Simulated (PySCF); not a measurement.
A geometry optimisation on `[GaH2][c]1cccs1`.

Computed with PBE0-D3(BJ)/def2-SVP geometry optimisation, gas phase (PySCF 2.14.0). Start geometry: GFN2-xTB. The input is one job of a driver script: a line of settings, then coordinates in Å.

Input:
```
{"job": {"xc": "PBE0", "basis": "def2-SVP", "d3": "d3bj", "grid": 1, "kind": "geom"}, "charge": 0, "multiplicity": 1}
Ga     2.490200     0.307736     0.006129
C      0.515118     0.155925    -0.028475
C     -0.318068    -0.890957     0.268957
C     -1.687418    -0.588559     0.113111
C     -1.891644     0.688855    -0.301682
S     -0.418302     1.544686    -0.510025
H      3.181465     1.656050    -0.398009
H      3.384067    -0.911784     0.433258
H      0.053639    -1.853068     0.591360
H     -2.481889    -1.289406     0.301248
H     -2.821744     1.183193    -0.501835
```

Output:
```
step   0  E = -2477.40165142  max force = 0.023616
step   1  E = -2477.40372949  max force = 0.003239
step   2  E = -2477.40385280  max force = 0.002868
step   3  E = -2477.40386007  max force = 0.003629
step   4  E = -2477.40390928  max force = 0.001390
step   5  E = -2477.40391793  max force = 0.000997
step   6  E = -2477.40392301  max force = 0.000087
optimisation converged
```

Energies in Eh; «max force» is the largest Cartesian gradient component in Eh/bohr.

Question: How much energy does the optimisation release, in eV?

Answer: E(step 0) − E(last step) = 0.002272 Eh, which is 0.062 eV.

Main results: final energy -2477.40392 Eh after 6 steps; dipole 1.13 D.

Question: Give the final coordinates.

Answer: 0.070 Å rms from the input after alignment:
```
atom  x, y, z in Å
Ga1    2.4788    0.2830    0.0138
C2     0.5437    0.2182   -0.0497
C3    -0.2798   -0.8547    0.2563
C4    -1.6625   -0.5782    0.1103
C5    -1.8921    0.7114   -0.3087
S6    -0.4288    1.5689   -0.5195
H7     3.2238    1.6062   -0.3716
H8     3.2231   -1.0228    0.4592
H9     0.1116   -1.8215    0.5803
H10   -2.4597   -1.2972    0.3051
H11   -2.8525    1.1894   -0.5014
```

Question: How long does this job take on Arm Neoverse V1, one thread, shared host?

Answer: About 56 s.
Labels such as C1 count atoms from 1, the log's own numbers from 0.
